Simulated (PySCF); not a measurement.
# La⁺ (lanthanum, charge +1) across methods

[Xe] 5d2, high-spin 3F determinant. Calculation: PySCF 2.14, in x2c-TZVPPall with one added diffuse shell each of s, p, d type (12s8p8d3f1g, 106 functions); scalar relativity by spin-free X2C-1e.

| method | E (hartree) | mean ε 5p α (eV) | mean ε 5p β (eV) | mean ε 5d α (eV) | Σ⟨r²⟩ (bohr²) | ⟨S²⟩ |
| --- | --- | --- | --- | --- | --- | --- |
| UHF | -8489.08707 | -33.198 | -31.340 | -10.883 | 60.38 | 2.010 |
| LDA | -8485.04 | -26.819 | -26.137 | -7.885 | 60.35 | 2.001 |
| r2SCAN | -8492.25 | -27.163 | -26.368 | -8.068 | 60.06 | 2.004 |
| wB97M-V | -8491.69 | -30.911 | -29.973 | -10.546 | 60.40 | 2.002 |
| PBE0 | -8491.91 | -28.512 | -27.498 | -8.797 | 59.92 | 2.003 |
| revPBE | -8492.14 | -26.580 | -25.823 | -7.916 | 60.21 | 2.002 |
| PBE | -8491.84 | -26.628 | -25.869 | -7.926 | 60.26 | 2.002 |

Estimate the same row for HSE06.

E (hartree) = -8491.81; mean ε 5p α (eV) = -28.073; mean ε 5p β (eV) = -27.058; mean ε 5d α (eV) = -8.414; Σ⟨r²⟩ (bohr²) = 60.03; ⟨S²⟩ = 2.003.

Spin-orbit coupling, absent here, splits the open shell strongly.
